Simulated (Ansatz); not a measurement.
`OC(Br)[SiH2]F` + HCl → `F[SiH2]C(Cl)Br` + H₂O  (substitution at a C–O bond)

Program: Ansatz. Geometries: PBE0-D4/def2-TZVP. ΔE: electronic, gas phase. CCSD(T)/CBS adds triple-zeta CCSD(T) − MP2 to the extrapolated MP2 energy (def2 sets, frozen cores). This one scheme is used for every species. For Br outer-core shells are correlated without core-valence functions, which leaves a few kJ/mol of doubt a bond. Scalar relativity is left out up to krypton. One conformer a species, not always the lowest.

```
             level  ΔE (kJ/mol)
CCSD(T)/def2-TZVPP        -10.9
    CCSD/CBS(def2)        -15.6
```

Problem. What does CCSD(T)/CBS give? (Best estimate.)

Solution. Ansatz gave: -17.7 kJ/mol. The listed levels differ from it by 6.8, 2.1 kJ/mol.

Largest T1 diagnostic among the species: 0.010.

In def2-TZVPP, CCSD(T) changes the Hartree–Fock value by −14.4 kJ/mol (the triples alone add −2.1 kJ/mol) and MP2 by −23.6 kJ/mol. The D4 term adds −4.3 kJ/mol with B3LYP and −2.2 kJ/mol with PBE0; it sums over pairs of atoms, weighted by their polarisabilities, and B3LYP, whose exchange is more repulsive, gets the larger term.

CCSD(T)/CBS has its own doubt, a few kJ/mol and more with outer-core shells, so smaller differences from it don't rank the levels.

B3LYP here is the variant with VWN-RPA as its local correlation; programs differ in this.
